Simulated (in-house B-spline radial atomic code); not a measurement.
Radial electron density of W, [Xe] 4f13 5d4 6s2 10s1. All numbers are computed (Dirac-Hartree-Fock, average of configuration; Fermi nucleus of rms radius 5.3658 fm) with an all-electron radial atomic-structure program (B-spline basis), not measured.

Columns: r (bohr), 4πr²n(r) (electrons per bohr), bar.

```
 0.00063     3.79 #
0.000836    5.934 ##
 0.00111    9.197 ###
 0.00147    14.01 #####
 0.00195       21 #######
 0.00259    30.82 ##########
 0.00343    43.67 ##############
 0.00455    59.56 ###################
 0.00603    76.98 #########################
   0.008    93.03 ##############################
  0.0106    103.2 ##################################
  0.0141    104.2 ##################################
  0.0187    97.48 ################################
  0.0247    92.74 ##############################
  0.0328      102 #################################
  0.0435    123.9 ########################################
  0.0577    135.4 ############################################
  0.0765    119.9 #######################################
   0.101    104.7 ##################################
   0.135    118.6 #######################################
   0.178      119 #######################################
   0.237    78.95 ##########################
   0.314    64.15 #####################
   0.416     75.9 #########################
   0.552    57.15 ###################
   0.732    29.09 #########
    0.97    17.71 ######
    1.29    11.32 ####
    1.71    5.591 ##
    2.26    2.641 #
       3    1.265 
    3.98   0.4439 
    5.28  0.08878 
       7  0.01268 
    9.28 0.0001666 
    12.3  0.00913 
    16.3 0.005502 
    21.7 0.007582 
    28.7   0.0126 
    38.1  0.01028 
    50.5  0.03764 
      67 0.006531 
    88.8 9.764e-05 
     118 7.75e-08 
     156 2.028e-12
```

On this grid the curve has 7 maxima, near 0.0141, 0.0577, 0.178, 0.416, 12.3, 28.7, 50.5 bohr.

The 5d5/2 radial function P(r) = rR(r), positive near the nucleus, with its small component Q(r) (sign convention: Q ≈ (P' + κP/r)/2c):

```
r (bohr)         P           Q
   0.008  0.001202  -0.0001073
  0.0141  0.005533  -0.0004889
  0.0247    0.0225   -0.001965
  0.0435   0.07688   -0.006647
  0.0765    0.1873    -0.01637
   0.135    0.2293    -0.02334
   0.237   -0.0854   -0.008903
   0.416   -0.3649     0.01138
   0.732    0.2073    0.004331
    1.29    0.8053   -0.005973
    2.26    0.5787    -0.00418
    3.98    0.1457  -0.0008733
       7  0.008121  -4.248e-05
```
